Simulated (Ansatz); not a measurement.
CH6BFO2Si (`OCB(F)O[SiH3]`). The species carries charge 0 and has multiplicity 1. The geometry is a stationary point of PBE0-D4/def2-TZVP. It is one conformer, not always the lowest.

```xyz
12

O     0.379   -1.306   -0.534
C     0.319   -0.247   -1.473
B    -0.106    1.075   -0.729
F    -0.219    2.185   -1.456
O    -0.359    1.149    0.583
Si   -0.371    0.138    1.898
H     0.639   -2.117   -0.975
H     1.287   -0.081   -1.969
H    -0.404   -0.451   -2.277
H    -1.379   -0.934    1.738
H    -0.764    1.003    3.038
H     0.978   -0.416    2.157
```

Problem. What is the dipole moment at ωB97M-V/def2-TZVPP? (Best estimate.)

Solution. Ansatz gave: 2.74 D, with components (0.73, -2.38, -1.13) D in this frame, pointing from negative to positive charge.

Problem. And with PBE, r2SCAN, B3LYP? (Best estimate.)

Solution. The calculation gave: PBE 2.64 D, r2SCAN 2.70 D, B3LYP 2.74 D.

Problem. Give the Mulliken charges with ωB97M-V, B3LYP, r2SCAN in def2-TZVPP. (An estimate is asked.)

Solution. Ansatz gave: 
```json
{"atom": "O1", "ωB97M-V": "-0.31", "B3LYP": "-0.33", "r2SCAN": "-0.35"}
{"atom": "C2", "ωB97M-V": "-0.10", "B3LYP": "-0.07", "r2SCAN": "-0.03"}
{"atom": "B3", "ωB97M-V": "0.40", "B3LYP": "0.41", "r2SCAN": "0.48"}
{"atom": "F4", "ωB97M-V": "-0.25", "B3LYP": "-0.25", "r2SCAN": "-0.27"}
{"atom": "O5", "ωB97M-V": "-0.34", "B3LYP": "-0.33", "r2SCAN": "-0.37"}
{"atom": "Si6", "ωB97M-V": "0.30", "B3LYP": "0.43", "r2SCAN": "0.44"}
{"atom": "H7", "ωB97M-V": "0.16", "B3LYP": "0.17", "r2SCAN": "0.19"}
{"atom": "H8", "ωB97M-V": "0.11", "B3LYP": "0.09", "r2SCAN": "0.07"}
{"atom": "H9", "ωB97M-V": "0.11", "B3LYP": "0.10", "r2SCAN": "0.07"}
{"atom": "H10", "ωB97M-V": "-0.03", "B3LYP": "-0.07", "r2SCAN": "-0.07"}
{"atom": "H11", "ωB97M-V": "-0.03", "B3LYP": "-0.08", "r2SCAN": "-0.08"}
{"atom": "H12", "ωB97M-V": "-0.03", "B3LYP": "-0.07", "r2SCAN": "-0.07"}
```

B3LYP here is the variant with VWN-RPA as its local correlation; programs differ in this.
